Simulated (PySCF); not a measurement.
## Shifts of the heteroatoms

Molfile (atoms numbered from 1):
```
C5H7NO2Si
     RDKit          3D

 16 15  0  0  0  0  0  0  0  0999 V2000
   -1.8461    1.2036    0.0904 C   0  0  0  0  0  0  0  0  0  0  0  0
   -0.7173    0.5950   -0.4881 O   0  0  0  0  0  0  0  0  0  0  0  0
   -0.4460   -0.7141   -0.0140 C   0  0  1  0  0  0  0  0  0  0  0  0
   -1.3964   -1.6852   -0.4784 C   0  0  0  0  0  0  0  0  0  0  0  0
   -2.1419   -2.4576   -0.8768 N   0  0  0  0  0  0  0  0  0  0  0  0
    1.3236   -1.0269   -0.7128 Si  0  0  0  0  0  4  0  0  0  0  0  0
    2.3848    0.2867    0.1019 C   0  0  0  0  0  0  0  0  0  0  0  0
    1.8622    1.2876    0.7310 C   0  0  0  0  0  0  0  0  0  0  0  0
    1.3457    2.1439    1.3180 O   0  0  0  0  0  0  0  0  0  0  0  0
   -1.9255    2.1901   -0.3618 H   0  0  0  0  0  0  0  0  0  0  0  0
   -2.7582    0.6308   -0.1115 H   0  0  0  0  0  0  0  0  0  0  0  0
   -1.7219    1.3089    1.1754 H   0  0  0  0  0  0  0  0  0  0  0  0
   -0.4464   -0.7381    1.0881 H   0  0  0  0  0  0  0  0  0  0  0  0
    1.2586   -0.8776   -2.1659 H   0  0  0  0  0  0  0  0  0  0  0  0
    1.7684   -2.3646   -0.3063 H   0  0  0  0  0  0  0  0  0  0  0  0
    3.4489    0.2267   -0.0244 H   0  0  0  0  0  0  0  0  0  0  0  0
  1  2  1  0
  2  3  1  0
  3  4  1  0
  4  5  3  0
  3  6  1  0
  6  7  1  0
  7  8  2  0
  8  9  2  0
  1 10  1  0
  1 11  1  0
  1 12  1  0
  3 13  1  1
  6 14  1  0
  6 15  1  0
  7 16  1  0
M  END
```

All values are calculated (PySCF): geometry from GFN2-xTB, shieldings: GIAO PBE0/pcSseg-1. In vacuum, a single conformation, non-relativistic Hamiltonian, averaged over atoms made equivalent by symmetry, fast rotation or ring inversion.

(1) Predict the $^{29}$Si NMR data.

(2) What are the $^{15}$N shifts?

(3) Where does $^{17}$O resonate?

Answers

(1) 
```tsv
atoms	environment	σ (ppm)	δ (ppm)
Si6	silicon bonded to 2 C, 2 H	386.7	-37.9
```

Shieldings were converted by a linear fit to measured shifts: $^{29}$Si: δ = 279.94 − 0.822σ (rms 8.9 ppm, 72 shifts, 25.8 ppm with the 6 outliers that the fit left out vs TMS, solution or neat liquid). Occasional misses reach two or three times the rms, and more in compound classes unlike the fitted ones.

On a 600 MHz spectrometer $^{29}$Si resonates near 119.2 MHz, so 1 ppm is 119.2 Hz.

(2) 
| atoms | environment | σ (ppm) | δ (ppm) |
| --- | --- | --- | --- |
| N5 | nitrile nitrogen | -48.7 | -103.2 |

Shieldings were converted by a linear fit to measured shifts: $^{15}$N: δ = -148.07 − 0.921σ (rms 6.3 ppm, 71 shifts vs CH3NO2, solution or neat liquid). Occasional misses reach two or three times the rms, and more in compound classes unlike the fitted ones.

On a 500 MHz spectrometer $^{15}$N resonates near 50.7 MHz, so 1 ppm is 50.7 Hz.

(3) 
| atoms | environment | σ (ppm) | δ (ppm) |
| --- | --- | --- | --- |
| O9 | carbonyl oxygen | 21.4 | 247.2 |
| O2 | ether oxygen | 314.4 | -19.7 |

Shieldings were converted by a linear fit to measured shifts: $^{17}$O: δ = 266.70 − 0.911σ (rms 10.7 ppm, 155 shifts, 12.2 ppm with the 3 outliers that the fit left out vs liquid water, solution or neat liquid). Occasional misses reach two or three times the rms, and more in compound classes unlike the fitted ones.

On a 400 MHz spectrometer $^{17}$O resonates near 54.2 MHz, so 1 ppm is 54.2 Hz.
